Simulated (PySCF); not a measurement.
Geometry (Å), atoms numbered from 1 in this order:
```xyz
11

Al    0.806   -1.280    1.129
F     1.528   -2.392    2.104
O    -0.227   -1.709   -0.151
Si   -0.968   -0.671   -1.216
O    -0.567    0.882   -0.772
Si    0.385    1.600    0.389
O     1.043    0.392    1.321
H    -0.468   -0.926   -2.593
H    -2.443   -0.832   -1.132
H     1.471    2.366   -0.278
H    -0.463    2.483    1.232
```

[PySCF 2.14: NMR shieldings at B3LYP/pcSseg-1 (pcSseg-2 on Al)/GIAO; structure optimised with PBE0-D3(BJ)/def2-SVP; single conformer; non-relativistic Hamiltonian; equivalent nuclei averaged; in vacuum]

Referencing at the same level of theory: 1H, 29Si against TMS; 27Al against [Al(H2O)6]3+; 19F vs CFCl3; 17O against H2O.

```
        atoms  nucleus  count  δ (ppm)
           O5      17O      1        ?
        O3/O7      17O      2        ?
          Al1     27Al      1     91.6
           F2      19F      1   -190.9
      Si4/Si6     29Si      2    -34.4
H8/H9/H10/H11       1H      4     5.10
```

Question: Fill in the missing shifts.

Answer: 
- O5: 103.8 ppm, oxygen bonded to 2 Si
- O3/O7: 84.7 ppm, oxygen bonded to Al, Si

Unscaled 19F shifts against computed CFCl3 carry errors that often reach 10 to 50 ppm. Experimental scales use liquid or dissolved standards, which lie at an offset from isolated H2O (liquid H2O: subtract about 36 ppm).
